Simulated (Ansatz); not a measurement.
Ansatz (an electronic-structure program) input (CCSD(T)/6-31G):

Ansatz 0.2 input:
```yaml
crystal:
  periodic: [false, false, false]
  atoms:
    - {symbol: N, position_ang: [1.80042323, 0.43294750, -0.25388330]}
    - {symbol: C, position_ang: [0.57349277, 0.13340330, 0.48361393]}
    - {symbol: C, position_ang: [-0.55146146, -0.21477056, -0.47993405]}
    - {symbol: N, position_ang: [-1.77873919, -0.51303223, 0.25750517]}
    - {symbol: H, position_ang: [2.58130902, 0.55519404, 0.37861001]}
    - {symbol: H, position_ang: [1.70399252, 1.29568317, -0.77734141]}
    - {symbol: H, position_ang: [0.23887006, 0.95478070, 1.13787577]}
    - {symbol: H, position_ang: [0.75705692, -0.72728797, 1.12901141]}
    - {symbol: H, position_ang: [-0.26187200, -1.10155674, -1.04630088]}
    - {symbol: H, position_ang: [-0.66119244, 0.60496401, -1.20841610]}
    - {symbol: H, position_ang: [-2.50030647, -0.85435721, -0.36508019]}
    - {symbol: H, position_ang: [-2.14183376, 0.32137664, 0.70420897]}
basis:
  gaussian:
    orbitals: 6-31G
magnetization: {spin_polarized: false}
correlation: {method: ccsd_t, electrons: outside_noble_gas}
```

Output:

```
Functional definition: HF
integrals: 0.03 GiB planned
774 factors; integrals over basis functions are off by at most 2.0e-4 eV
mean field: 0.14 GiB planned
mean field evaluation 1: about -5145.3298 eV, gradient 3.3e1 eV
mean field evaluation 2: about -5145.3266 eV, gradient 3.3e1 eV
mean field evaluation 4: about -5147.9155 eV, gradient 2.7e0 eV
mean field evaluation 8: about -5147.9379 eV, gradient 4.8e-2 eV
mean field evaluation 16: about -5147.9416 eV, gradient 3.8e-1 eV
mean field -5147.93796435 eV, -189.1832307922 hartree, gradient 1.3e-6 eV, S^2 0.000000; 0 other end points of the search recorded, 0 dependent functions left out
4 core orbitals not correlated
reference -5147.93796435 eV, -189.1832307922 hartree; 13, 13 occupied and 35, 35 virtual orbitals, 774 factors
second order -10.91247963 eV of doubles, -0.00000000 eV of singles
coupled cluster: 0.13 GiB planned
cycle   1  -11.62381312 eV  change   -7.1e-1 eV  update   7.2e-2
cycle   2  -12.02477605 eV  change   -4.0e-1 eV  update   2.5e-2
cycle   3  -12.08497326 eV  change   -6.0e-2 eV  update   7.2e-3
cycle   4  -12.08858305 eV  change   -3.6e-3 eV  update   1.9e-3
cycle   5  -12.08945300 eV  change   -8.7e-4 eV  update   5.7e-4
cycle   6  -12.08943654 eV  change    1.6e-5 eV  update   1.9e-4
cycle   7  -12.08935925 eV  change    7.7e-5 eV  update   7.8e-5
cycle   8  -12.08934761 eV  change    1.2e-5 eV  update   3.3e-5
cycle   9  -12.08934578 eV  change    1.8e-6 eV  update   1.1e-5
perturbative correction -0.24074436 eV, -0.0088471920 hartree
Total energy: -5160.26805449 eV, -189.6363532471 hartree
```
